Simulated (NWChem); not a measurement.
System: SnH₂BrF; SMILES [F][SnH2][Br]

Output (shortened):

```
             Northwest Computational Chemistry Package (NWChem) 7.3.0
             --------------------------------------------------------

 CS  symmetry detected

                             Geometry "geometry" -> ""
                             -------------------------

 Output coordinates in angstroms (scale by  1.889725989 to convert to a.u.)

  No.       Tag          Charge          X              Y              Z
 ---- ---------------- ---------- -------------- -------------- --------------
    1 Sn                  50.0000    -0.29688371     0.80450639     0.00000000
    2 F                    9.0000     1.45036245     1.63840612     0.00000000
    3 Br                  35.0000     0.10976929    -1.64175675     0.00000000
    4 H                    1.0000    -1.02550071     1.24525587    -1.47568900
    5 H                    1.0000    -1.02550071     1.24525587     1.47568900

 Effective nuclear repulsion energy (a.u.)     588.7715427657

      Symmetry information
      --------------------

 Group name             Cs
 Group number              2
 Group order               2
 No. of unique centers     4

                                 NWChem DFT Module
                                 -----------------

 Summary of "ao basis" -> "ao basis" (spherical)
 ------------------------------------------------------------------------------
       Tag                 Description            Shells   Functions and Types
 ---------------- ------------------------------  ------  ---------------------
 Sn                        def2-svpd                12       32   5s4p3d
 F                         def2-svpd                 9       23   4s3p2d
 Br                        def2-svpd                15       41   6s5p4d
 H                         def2-svpd                 4        8   2s2p

      Symmetry analysis of basis
      --------------------------

        a'         74
        a"         38

            General Information
            -------------------
          SCF calculation type: DFT
          Wavefunction type:  closed shell.
          No. of atoms     :     5
          No. of electrons :    68
           Alpha electrons :    34
            Beta electrons :    34
          Charge           :     0
          Spin multiplicity:     1
          Use of symmetry is: on ; symmetry adaption is: on
          Maximum number of iterations: 150
          AO basis - number of functions:   112
                     number of shells:    44
          Convergence on energy requested:  1.00D-06
          Convergence on density requested:  1.00D-05
          Convergence on gradient requested:  5.00D-04

              XC Information
              --------------
                  TPSS metaGGA Exchange Functional  1.000
             TPSS03 metaGGA Correlation Functional  1.000

             Grid Information
             ----------------
          Grid used for XC integration:  medium
          Radial quadrature: Mura-Knowles
          Angular quadrature: Lebedev.
          Tag              B.-S. Rad. Rad. Pts. Rad. Cut. Ang. Pts.
          ---              ---------- --------- --------- ---------
          Sn                  1.45      123          12.0       590
          F                   0.50       49          13.0       434
          Br                  1.15      112          12.0       590
          H                   0.35       45          12.0       434
          Grid pruning is: on
          Number of quadrature shells:   329
          Spatial weights used:  Erf1

      Superposition of Atomic Density Guess
      -------------------------------------

 Sum of atomic energies:       -2921.47679188

      Non-variational initial energy
      ------------------------------

 Total energy =   -2885.896365
 1-e energy   =   -4683.077822
 2-e energy   =    1503.806655
 HOMO         =      -0.363820
 LUMO         =      -0.013596

      Symmetry analysis of molecular orbitals - initial
      -------------------------------------------------

  Numbering of irreducible representations:

     1 a'          2 a"

  Orbital symmetries:

     1 a'          2 a'          3 a'          4 a'          5 a"
     6 a'          7 a'          8 a'          9 a"         10 a'
    11 a'         12 a"         13 a'         14 a'         15 a'
    16 a"         17 a'         18 a'         19 a"         20 a'
    21 a'         22 a"         23 a"         24 a'         25 a'
    26 a'         27 a'         28 a"         29 a'         30 a'
    31 a'         32 a"         33 a'         34 a"         35 a'
    36 a'         37 a'         38 a'         39 a"         40 a'
    41 a'         42 a"         43 a"         44 a'

     ---------------------------------------------
      Total Density - Mulliken Population Analysis
     ---------------------------------------------

    Atom       Charge   Shell Charges
 -----------   ------   -------------------------------------------------------
    1 Sn  22    20.50   1.60  0.42  0.88  0.20  0.02  3.26  2.74  0.89  0.39  9.76  0.35  0.01
    2 F    9     9.83   1.99  1.16  0.80  0.01  3.55  2.18  0.13  0.00  0.00
    3 Br  35    35.62   2.00  2.00  2.00  1.38  0.58  0.02  6.00  5.99  2.39  3.11  0.14  8.23  1.73  0.05  0.01
    4 H    1     1.02   0.63  0.37  0.01  0.01
    5 H    1     1.02   0.63  0.37  0.01  0.01

   convergence    iter        energy       DeltaE   RMS-Dens  Diis-err
 ---------------- ----- ----------------- --------- --------- ---------
 d= 0,ls=0.0,diis     1  -2888.9028072076 -3.18D+03  2.18D-02  8.21D-01
 d= 0,ls=0.0,diis     2  -2888.2654959311  6.37D-01  1.45D-02  7.64D+00
 d= 0,ls=0.0,diis     3  -2888.9978474465 -7.32D-01  3.98D-03  9.92D-02
 d= 0,ls=0.0,diis     4  -2889.0040618515 -6.21D-03  1.83D-03  4.50D-02
 d= 0,ls=0.0,diis     5  -2889.0099031367 -5.84D-03  2.53D-04  3.93D-04
  Resetting Diis
 d= 0,ls=0.0,diis     6  -2889.0099579857 -5.48D-05  7.37D-05  3.05D-05
 d= 0,ls=0.0,diis     7  -2889.0099627111 -4.73D-06  3.62D-05  3.30D-06
 d= 0,ls=0.0,diis     8  -2889.0099624932  2.18D-07  1.95D-05  4.63D-06
 d= 0,ls=0.0,diis     9  -2889.0099631522 -6.59D-07  2.44D-06  6.36D-08

         Total DFT energy =    -2889.009963152175
      One electron energy =    -4683.405707136745
           Coulomb energy =     1621.421397433196
    Exchange-Corr. energy =     -120.400455773889
 Nuclear repulsion energy =      293.374802325263

 Numeric. integr. density =       67.999966678465

                  Occupations of the irreducible representations
                  ----------------------------------------------

                     irrep           alpha         beta
                     --------     --------     --------
                     a'               24.0         24.0
                     a"               10.0         10.0

                       DFT Final Molecular Orbital Analysis
                       ------------------------------------

 Vector   32  Occ=2.000000D+00  E=-3.203045D-01  Symmetry=a'
              MO Center=  5.3D-01,  2.6D-01, -1.1D-13, r^2= 4.4D+00
   Bfn.  Coefficient  Atom+Function         Bfn.  Coefficient  Atom+Function
  ----- ------------  ---------------      ----- ------------  ---------------
    38      0.394069  2 F  py                72     -0.344948  3 Br py
    69     -0.335908  3 Br py                41     -0.260591  2 F  py
    66      0.222972  3 Br py                37     -0.217759  2 F  px
    13      0.169150  1 Sn py                40      0.147049  2 F  px
     4      0.138112  1 Sn s                 97      0.126945  4 H  s

 Vector   33  Occ=2.000000D+00  E=-2.803232D-01  Symmetry=a'
              MO Center=  1.2D-01, -1.5D+00, -9.0D-13, r^2= 2.0D+00
   Bfn.  Coefficient  Atom+Function         Bfn.  Coefficient  Atom+Function
  ----- ------------  ---------------      ----- ------------  ---------------
    71      0.559333  3 Br px                68      0.518921  3 Br px
    65     -0.343056  3 Br px                62      0.111522  3 Br px
    38     -0.095868  2 F  py                72      0.085176  3 Br py
    69      0.081354  3 Br py                41      0.069610  2 F  py
    37     -0.068361  2 F  px                18      0.065889  1 Sn d -2

 Vector   34  Occ=2.000000D+00  E=-2.753180D-01  Symmetry=a"
              MO Center=  1.2D-02, -1.3D+00,  1.0D-12, r^2= 2.5D+00
   Bfn.  Coefficient  Atom+Function         Bfn.  Coefficient  Atom+Function
  ----- ------------  ---------------      ----- ------------  ---------------
    73      0.559236  3 Br pz                70      0.515946  3 Br pz
    67     -0.340879  3 Br pz                97      0.118677  4 H  s
   105     -0.118677  5 H  s                 64      0.110800  3 Br pz
    19      0.072249  1 Sn d -1              14     -0.068665  1 Sn pz
    76      0.062785  3 Br pz                98      0.062486  4 H  s

 Vector   35  Occ=0.000000D+00  E=-9.017758D-02  Symmetry=a'
              MO Center= -2.7D-01,  2.1D-01,  7.2D-14, r^2= 5.2D+00
   Bfn.  Coefficient  Atom+Function         Bfn.  Coefficient  Atom+Function
  ----- ------------  ---------------      ----- ------------  ---------------
     4      1.302784  1 Sn s                  3      0.698855  1 Sn s
     5     -0.426232  1 Sn s                 72     -0.417600  3 Br py
    98     -0.393221  4 H  s                106     -0.393221  5 H  s
    36     -0.390215  2 F  s                 69     -0.281500  3 Br py
    60     -0.272393  3 Br s                  2     -0.268369  1 Sn s

 Vector   36  Occ=0.000000D+00  E=-5.911837D-02  Symmetry=a'
              MO Center= -5.0D-01,  8.5D-01,  5.3D-14, r^2= 4.8D+00
   Bfn.  Coefficient  Atom+Function         Bfn.  Coefficient  Atom+Function
  ----- ------------  ---------------      ----- ------------  ---------------
    15      0.516445  1 Sn px                12      0.412228  1 Sn px
    13      0.342451  1 Sn py                36     -0.310552  2 F  s
     4      0.302257  1 Sn s                 16      0.302646  1 Sn py
    61     -0.262633  3 Br s                 43      0.247735  2 F  px
     5      0.219265  1 Sn s                 32     -0.205345  1 Sn d  2

 Vector   37  Occ=0.000000D+00  E=-3.489248D-02  Symmetry=a'
              MO Center= -6.3D-01,  9.6D-01,  5.6D-14, r^2= 5.6D+00
   Bfn.  Coefficient  Atom+Function         Bfn.  Coefficient  Atom+Function
  ----- ------------  ---------------      ----- ------------  ---------------
     4      0.744273  1 Sn s                  5     -0.467100  1 Sn s
    30     -0.317057  1 Sn d  0              13      0.314171  1 Sn py
    16      0.313755  1 Sn py                98     -0.303340  4 H  s
   106     -0.303340  5 H  s                 12     -0.262860  1 Sn px
    61     -0.212864  3 Br s                  3      0.211553  1 Sn s

     ---------------------------------------------
      Total Density - Mulliken Population Analysis
     ---------------------------------------------

    Atom       Charge   Shell Charges
 -----------   ------   -------------------------------------------------------
    1 Sn  22    20.92   1.60  0.42  1.13 -0.05  0.03  3.25  2.76  1.32  0.24  9.70  0.50 -0.01
    2 F    9     9.61   1.99  1.14  0.81  0.08  3.30  2.04  0.25  0.00  0.00
    3 Br  35    35.43   2.00  2.00  1.99  1.46  0.51  0.03  6.00  5.97  2.36  2.91  0.16  8.18  1.75  0.09  0.01
    4 H    1     1.02   0.69  0.30  0.01  0.02
    5 H    1     1.02   0.69  0.30  0.01  0.02

     -------------------------------------------
      Total Density - Lowdin Population Analysis
     -------------------------------------------

    Atom       Charge   Shell Charges
 -----------   ------   -------------------------------------------------------
    1 Sn  22    21.07   1.16  0.76  0.50  0.23  0.13  2.99  2.84  1.17  0.60  9.43  0.91  0.35
    2 F    9     9.60   1.98  1.02  0.71  0.15  3.17  2.08  0.39  0.00  0.11
    3 Br  35    35.10   2.00  2.00  1.96  1.08  0.60  0.16  5.99  5.81  2.44  2.62  0.32  7.83  2.04  0.15  0.11
    4 H    1     1.11   0.59  0.38  0.02  0.13
    5 H    1     1.11   0.59  0.38  0.02  0.13

     Multipole analysis of the density
     ---------------------------------

     L   x y z        total         alpha         beta         nuclear
     -   - - -        -----         -----         ----         -------
     0   0 0 0     -0.000000    -34.000000    -34.000000     68.000000

     1   1 0 0     -1.053609     -8.381208     -8.381208     15.708808
     1   0 1 0      0.301487     21.434896     21.434896    -42.568306
     1   0 0 1     -0.000000     -0.000000     -0.000000      0.000000

     2   2 0 0    -38.263695    -60.906280    -60.906280     83.548866
     2   1 1 0     -3.375644    -14.669409    -14.669409     25.963173
     2   1 0 1     -0.000000     -0.000000     -0.000000      0.000000
     2   0 2 0    -37.720429   -261.402530   -261.402530    485.084630
     2   0 1 1      0.000000      0.000000      0.000000      0.000000
     2   0 0 2    -36.229796    -25.891455    -25.891455     15.553114
```

Level: TPSS/def2-SVPD with def2 effective core potentials on Sn. The geometry was optimised at PBE0/def2-SVP. def2 effective core potentials on Sn; no spin-orbit coupling.

Reconstruct the input file.

This is not unique; one that fits is the input that was run:
```
start job
memory heap 200 mb stack 900 mb global 1100 mb
geometry units angstroms noautoz
  Sn    -0.267341     0.839160     0.000000
  F      1.507504     1.612583     0.000000
  Br     0.055089    -1.619622     0.000000
  H     -0.980397     1.304664    -1.475689
  H     -0.980397     1.304664     1.475689
end
basis spherical
  * library def2-svpd
end
ecp
  Sn library def2-ecp
end
dft
  xc xtpss03 ctpss03
  iterations 150
  mulliken
end
task dft energy
```
